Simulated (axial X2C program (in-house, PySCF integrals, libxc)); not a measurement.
Correcting the dissociation energy of ScF⁺ for spin–orbit coupling

A spin-free PBE0 curve (one-electron X2C) was computed with an in-house relativistic program for diatomic molecules, basis Sc dyall-cv3z [10s11p7d5f2g], F dyall-av3z [7s6p3d2f] (cores contracted in-house), for the state M_S = 1/2, Λ = 2 (beyond evenly filled blocks: δ+α). It gives D0 = 5.934 eV to Sc+ + F, which in a spin-free picture are the weighted means of the ground terms.

Measured levels of the ground terms (NIST Handbook of Basic Atomic Spectroscopic Data), in cm⁻¹: Sc+ 3D: J = 1 at 0, J = 2 at 67.7, J = 3 at 177.8; F 2P: J = 3/2 at 0, J = 1/2 at 404.1.

The two components of the molecular doublet are 142 cm⁻¹ apart in the PBE0 2c search (Ω = 3/2 lower), so the lower one lies 71 cm⁻¹ under their mean.

Task: How far does each ground level lie under the (2J+1)-weighted mean of its term?

Result: Sc+: (3 × 0 + 5 × 67.7 + 7 × 177.8)/15 = 106 cm⁻¹; F: (4 × 0 + 2 × 404.1)/6 = 135 cm⁻¹.

Task: Correct D0.

Result: D0 = 5.934 + (71 − 241)/8065.5 = 5.913 eV at PBE0 with these spin–orbit terms.

Second-order spin–orbit effects in the molecule, which grow quickly with Z, are left out. Occupations by symmetry block were frozen at the best pattern of an incomplete PBE0 search. De is counted from the lowest determinant-based energies of the atoms at the same level, without counterpoise correction. PBE0 can misorder states that lie within some tenths of an eV, so this need not be the ground state of the molecule. The nearest other spin-free determinant of the search, M_S = 1/2, Λ = 0, lies 0.33 eV up at the distance of the search. Without a current term, density functionals place determinants with orbital angular momentum somewhat too high.
